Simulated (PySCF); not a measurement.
In(Cl)(Me)(vinyl) (C₃H₆ClIn), SMILES C=[CH][In]([CH3])[Cl].

Coordinates come from a B3LYP-D3(BJ)/def2-SVP optimisation. The structure was generated by enumeration; whether it is a known compound was not checked. The def2 effective core potentials stand for the cores of In; spin–orbit coupling is left out. Other conformers were not sampled.

All values below come from PySCF with PBE0/def2-TZVP.

Symmetry labels are those of the subgroup Cs that the program uses (full group Cs).

Computed valence orbital energies around the gap with their symmetry:
```
orbital  symmetry  energy (eV)
-------  --------  -----------
HOMO−7         A'       -11.57
HOMO−6         A"       -11.50
HOMO−5         A'       -10.82
HOMO−4         A'        -8.59
HOMO−3         A'        -8.49
HOMO−2         A"        -8.44
HOMO−1         A"        -8.19
HOMO           A'        -7.64
LUMO           A"        -1.63
LUMO+1         A'        -0.66
LUMO+2         A"         0.19
LUMO+3         A'         0.45
```
